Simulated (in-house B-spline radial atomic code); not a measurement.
RPA and G0W0 on Hartree-Fock: Ti¹¹⁺

Configuration [Ne] 3s1, highest spin, mean-field start Hartree-Fock. Computed with an all-electron radial atomic-structure program (B-spline basis): all electrons, non-relativistic, point nucleus, each spin shell either full or empty, empty states to l = 9 with an (l + 1/2)⁻⁴ tail; G0W0 by contour deformation at full frequency.

Command:
```bash
python run_gw.py task.json out
```
Settings (radii: box in bohr, nucleus in fm):
```
Z                        22
electrons                11
configuration            [Ne] 3s1
hamiltonian              nr
method                   hf
lmax                     9
spin_polarised           True
box_radius               6.2
intervals                46
ion_configuration        [He] 2s2 2p6
```

Run time, properties included: 1.6 s on 1 thread of Arm Neoverse V1, with other jobs on the host.

Energies (hartree):

```
                                     term       value
                         mean-field total  -801.44495
Hartree-Fock functional on these orbitals  -801.44495
                      direct second order    -0.67823
                    second-order exchange     0.25419
                         SOSEX correction     0.24306
```

Q: What is the RPA correlation energy, and what remains with SOSEX?

A: RPA gives -0.64156 hartree (-1.59 eV per electron); RPA + SOSEX gives -0.3985, and the second-order doubles (MP2) -0.42403 hartree. RPA lacks exchange-type terms and so overcorrelates at short range.

Quasi-particle levels (eV):

```tsv
level	occupied	mean field	Σx - vxc	Σc	QP weight	G0W0
3s up	yes	-289.46	0.00	?	?	?
2p down	yes	-753.35	0.00	2.12	0.989	-751.23
2p up	yes	-754.53	0.00	2.28	0.987	-752.25
2s down	yes	-849.46	0.00	2.92	0.959	-846.54
3s down	no	-261.12	0.00	-2.37	0.982	-263.48
```

G0W0 = mean field + (Σx - vxc) + Σc, with Σc (partial-wave tail included) taken at the quasi-particle energy. Only the outer levels were computed.

Q: Where does G0W0 put 3s up?

A: At -291.26 eV, with Σc = -1.80 eV and a quasi-particle weight of 0.988. The tabulated removal energy is 291.5 ± 0.005 eV (NIST, semi-empirical); the calculation leaves out relativity, Breit and QED terms, and what these don't explain is the method's own error.

Q: What does it cost to remove one electron (to [He] 2s2 2p6) by differences of total energies, each species on its own start (correlation terms add to the Hartree-Fock functional)?

A: Hartree-Fock functional 289.41 eV, + RPA 290.74 eV, + RPA + SOSEX 289.91 eV, + second order 289.99 eV. Tabulated: 291.5 ± 0.005 eV (NIST, semi-empirical); the calculation leaves out relativity, Breit and QED terms, and what these don't explain is the method's own error.
